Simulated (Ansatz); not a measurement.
`[CH3][Sn][OH]` + H₂S → `[CH3][Sn][SH]` + H₂O at 400 K and 1 bar (ligand exchange at the Sn–O bond).

Computed with Ansatz on PBE0-D4/def2-TZVP structures; ΔE is electronic, products minus reactants. CCSD(T)/CBS adds triple-zeta CCSD(T) − MP2 to the extrapolated MP2 energy (def2 sets, frozen cores). This one scheme is used for every species. Elements past krypton have def2 core potentials. For Sn outer-core shells are correlated without core-valence functions, which leaves a few kJ/mol of doubt a bond. Each species was taken in one conformer, which may not be the lowest.

| species | CCSD(T)/CBS energy (Eh) | H − E (kJ/mol) | S (J/(mol·K)) |
| --- | --- | --- | --- |
| `[CH3][Sn][OH]` | -329.68108 | 150.5 | 339.9 |
| H₂S | -398.97279 | 53.4 | 215.9 |
| `[CH3][Sn][SH]` | -652.29098 | 142.3 | 352.5 |
| H₂O | -76.37941 | 69.8 | 198.6 |

H − E and S are ideal-gas, rigid-rotor, harmonic terms from PBE0-D4/def2-TZVP, for one conformer and one mirror image of each species. 1 Eh = 2625.50 kJ/mol, R = 8.31446 J/(mol·K).

Question: By hand: ΔE, ΔH, ΔS and ΔG.

Answer: ΔE = (-652.29098) + (-76.37941) − (-329.68108) − (-398.97279) = -0.01652 Eh = -43.4 kJ/mol. Δ(H − E) = 142.3 + 69.8 − 150.5 − 53.4 = 8.2, so ΔH = -35.2 kJ/mol. ΔS = 352.5 + 198.6 − 339.9 − 215.9 = -4.7 J/(mol·K). ΔG = -35.2 − 400 × (-4.7)/1000 = -33.3 kJ/mol.

Question: By hand: the equilibrium constant, and the temperature at which ΔG would vanish if ΔH and ΔS stayed fixed.

Answer: log₁₀ K = −ΔG/(RT ln 10) = 4.3. ΔG = 0 at ΔH/ΔS = 7489 K, far beyond where these terms or the molecules hold.

The number of gas molecules stays the same, so ΔS is small and ΔH decides. A doubt of 5 kJ/mol in ΔE shifts log₁₀ K by 0.7 here. Other conformers and mirror images would add mixing entropy, several J/(mol·K) or more a flexible species. These are equilibria of isolated gas molecules and say nothing of rates. Largest T1 diagnostic: 0.016 (customary marks: 0.02 for closed shells, 0.045 for open ones).
